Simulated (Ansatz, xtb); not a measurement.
## Ranking isomers of C2H8Ge2Si

4 gas-phase structures of C2H8Ge2Si, from a drawn sample of its isomers (lower ones may exist). Each was relaxed with GFN2-xTB; where two conformers were screened, the lower at r2SCAN-D4/def2-SVP is listed:

A. `C#[C][GeH]([SiH3])[GeH3]`, a singlet
B. `C#C[SiH2][GeH2][GeH3]`, a singlet
C. `C#[C][GeH2][SiH2][GeH3]`, a singlet
D. `C#C[SiH]([GeH3])[GeH3]`, a singlet

Task: Which do you expect lowest at r2SCAN-D4/def2-SVP, and how would the others follow?

Result: Calculated order at r2SCAN-D4/def2-SVP: B (0.0), D (15.4), A (19.5), C (32.2) kJ/mol. Less than 1 kcal/mol parts D and A, so the order within that pair means little.

Energies above the lowest of each column, in kJ/mol; the last columns are at B3LYP/def2-SVP geometries:

```csv
structure,GFN2-xTB,HF/STO-3G,r2SCAN-D4/def2-SVP,B3LYP/def2-SVP,CCSD(T)/def2-SVP + ΔMP2/def2-TZVPP
B,3.5,0.0,0.0,0.0,0.0
D,32.5,8.6,15.4,15.1,15.3
A,0.0,1.5,19.5,19.4,14.0
C,26.3,10.7,32.2,32.8,29.7
```

CCSD(T)/def2-SVP + ΔMP2/def2-TZVPP puts B lowest; GFN2-xTB picks A. CCSD(T)/def2-SVP + ΔMP2/def2-TZVPP orders those it was run on as B (0.0), A (14.0), D (15.3), C (29.7) kJ/mol. Less than 1 kcal/mol parts A and D, so the order within that pair means little. Flexible structures stand in one conformer each, not always the lowest. C keeps a small imaginary mode. ΔMP2 is the change of the MP2 energy from the smaller to the larger basis.

Over these structures GFN2-xTB departs from r2SCAN-D4/def2-SVP by 11.5 kJ/mol on average once a common shift is removed. A GFN2-xTB relaxation took about 0.32 s and the r2SCAN-D4/def2-SVP energy about 5.7 s on a shared host (Ansatz 0.2.0, xtb 6.7.1).
